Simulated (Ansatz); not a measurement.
Relaxation of BH4NSSi (8 atoms, charge 0, multiplicity 1), to a largest force component of 0.02 eV/Å in at most 50 steps.

These are results of Ansatz 0.2.0, RKS PBE-D4/def2-SVP, not measurements.

```xyz
8
Properties=species:S:1:pos:R:3:forces:R:3
B -0.192 1.480 -1.506 -1.50 2.02 -7.23
N 0.129 0.760 -0.530 1.34 -3.56 2.22
Si 0.574 -0.278 0.751 -0.56 -1.93 0.64
S -0.462 -2.159 0.537 1.10 -0.51 -0.07
H -0.101 1.748 -0.301 -0.29 2.98 3.74
H 0.142 0.336 2.000 0.01 0.60 0.59
H 1.979 -0.631 0.657 0.82 -0.10 0.09
H -1.684 -1.650 0.480 -0.90 0.50 0.02
```

Problem. Where does it end, and by what steps?

Solution. The run converged. After 16 steps the energy has fallen by 1.416 eV; B1 moved furthest, 0.71 Å. Parted: B1–H5 (1.24 → 2.04 Å).

```json
{"step": "0", "energy less start (eV)": "0.0000", "largest force component (eV/Å)": "7.226", "accepted": "yes"}
{"step": "1", "energy less start (eV)": "-0.6323", "largest force component (eV/Å)": "3.166", "accepted": "yes"}
{"step": "2", "energy less start (eV)": "-0.8641", "largest force component (eV/Å)": "1.436", "accepted": "yes"}
{"step": "3", "energy less start (eV)": "-1.2080", "largest force component (eV/Å)": "0.760", "accepted": "yes"}
{"step": "4", "energy less start (eV)": "-1.3277", "largest force component (eV/Å)": "0.806", "accepted": "yes"}
{"step": "5", "energy less start (eV)": "-1.3628", "largest force component (eV/Å)": "1.485", "accepted": "yes"}
{"step": "6", "energy less start (eV)": "-1.4015", "largest force component (eV/Å)": "0.300", "accepted": "yes"}
{"step": "7", "energy less start (eV)": "-1.4078", "largest force component (eV/Å)": "0.201", "accepted": "yes"}
{"step": "8", "energy less start (eV)": "-1.4100", "largest force component (eV/Å)": "0.037", "accepted": "yes"}
{"step": "9", "energy less start (eV)": "-1.4107", "largest force component (eV/Å)": "0.060", "accepted": "yes"}
{"step": "10", "energy less start (eV)": "-1.4123", "largest force component (eV/Å)": "0.049", "accepted": "yes"}
{"step": "11", "energy less start (eV)": "-1.4064", "largest force component (eV/Å)": "0.528", "accepted": "no"}
{"step": "12", "energy less start (eV)": "-1.4133", "largest force component (eV/Å)": "0.035", "accepted": "yes"}
{"step": "13", "energy less start (eV)": "-1.4140", "largest force component (eV/Å)": "0.168", "accepted": "yes"}
{"step": "14", "energy less start (eV)": "-1.4147", "largest force component (eV/Å)": "0.089", "accepted": "yes"}
{"step": "15", "energy less start (eV)": "-1.4151", "largest force component (eV/Å)": "0.143", "accepted": "yes"}
{"step": "16", "energy less start (eV)": "-1.4160", "largest force component (eV/Å)": "0.017", "accepted": "yes"}
```

```xyz
8
Properties=species:S:1:pos:R:3
B -0.529 0.866 -1.641
N 0.090 1.013 -0.405
Si 0.525 -0.257 0.777
S -0.411 -2.111 0.247
H 0.273 1.996 -0.144
H 0.121 0.266 2.126
H 1.995 -0.541 0.751
H -1.679 -1.626 0.376
```

Whether the end is a true minimum wasn't checked by a vibrational analysis.

Run time: 28 s on 2 threads of Intel(R) Xeon(R) Platinum 8488C (Sapphire Rapids), on a shared host, peak memory 0.16 GiB.
